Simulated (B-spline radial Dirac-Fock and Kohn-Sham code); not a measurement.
**Satellites and hypersatellites of the K lines of Hf⁺**

System: the Hf⁺ ion, [Xe] 4f14 5d2 6s1 (an excited configuration).

Input file task.json (cfg lists n, l and occupation; rrms is the nuclear radius in fm):

```json
{"items": [{
  "Z": 72,
  "q": 1,
  "cfg": [[1, 0, 2], [2, 0, 2], [2, 1, 6], [3, 0, 2], [3, 1, 6], [3, 2, 10], [4, 0, 2], [4, 1, 6], [4, 2, 10], [4, 3, 14], [5, 0, 2], [5, 1, 6], [5, 2, 2], [6, 0, 1]],
  "A": 180,
  "rrms": 5.347,
  "do": ["binding", "quiet", "double"]
}]}
```

Run with: `python xray_run.py task.json out`

Method: Dirac-Fock energy differences between relaxed states, corrected for Breit and QED terms. Computed with a radial B-spline solver. Each two-hole energy is an average over J within one jj subconfiguration, not an observable level; in light atoms, where LS coupling holds, the j-resolved values are not observed lines, and for a K spectator the Kα1 hypersatellite is nearly forbidden. Correlation energy is missing from these numbers.

Lines without a spectator: Kα2 (K-L2) 54601.5 eV, Kα1 (K-L3) 55779.9 eV, Kβ3 (K-M2) 62971.7 eV, Kβ1 (K-M3) 63227.6 eV. Shifts in eV with one spectator hole (a dash: not computed, or left out as unreliable):

```
spectator hole     Kα2      Kα1      Kβ3      Kβ1
        K (1s)  +942.0  +1009.0  +1218.3  +1233.8
    L2 (2p1/2)  +118.9   +159.1        –   +305.8
    L3 (2p3/2)   +92.2   +100.2   +234.2        –
    M2 (3p1/2)       –   +24.87    +48.6    +57.5
    M3 (3p3/2)  +14.02        –    +42.0    +42.4
    M4 (3d3/2)   +4.77    +1.38        –        –
    M5 (3d5/2)   -0.46    +3.41        –        –
```
